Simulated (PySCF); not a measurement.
C₂H₄N₂Si.
SMILES with atom numbers: `[CH2:1]=[N:2][SiH2:3][C:4]#[N:5]`

A calculation gives these core lines: C 1s: 291.89 (area 1), 292.90 (area 1) eV; N 1s: 405.23 (area 1), 405.39 (area 1) eV; Si 1s: 1848.07 eV; Si 2p3/2: 108.16 eV.

Computed, not measured: delta-SCF UKS SCAN, pcX-2 on the ionised atom, pcseg-1 elsewhere, spin-free X2C (PySCF 2.14.0). Isolated species at its PBE0-D3(BJ)/def2-SVP geometry (one conformer only).

Q: Which carbon gives which C 1s line?

A: 291.89 eV: C4 (cyano carbon); 292.90 eV: C1 (C=N carbon). The listed C 1s values span 1.01 eV, from C4 (bonded to N (triple bond) and Si) to C1 (bonded to N (double bond) and 2 H).

Q: Assign the N 1s lines to atoms.

A: 405.23 eV: N2 (C=N nitrogen); 405.39 eV: N5 (cyano nitrogen). The 2 N 1s values lie within 0.16 eV of each other; Gaussian lines of 0.5 eV full width would blend them into one maximum.

Bonded neighbours of each site: C1: N (double bond) and 2 H; N2: C (double bond) and Si; Si3: N, C and 2 H; C4: N (triple bond) and Si; N5: C (triple bond).

Q: Which photon energy gives electrons from N 1s of N2 (atom 2) a kinetic energy of 50 eV, and what is their de Broglie wavelength?

A: hν = 405.23 + 50 = 455.23 eV, recoil neglected; λ = 12.264 Å/√(E/eV) = 1.73 Å.

Spin–orbit coupling isn't in the SCF: each 2p doublet comes from a relaxed spin-free hole plus a matrix of the shell (mean-field spin–orbit coupling and the ground-state 2p splitting), with 2p3/2 averaged over its two sublevels. 2p1/2 minus 2p3/2 (ligand field included): Si 0.62 eV.

The values belong to the conformer `[CH2:1]=[N:2][SiH2:3][C:4]#[N:5]`: C1–N2–Si3–C4 118°.
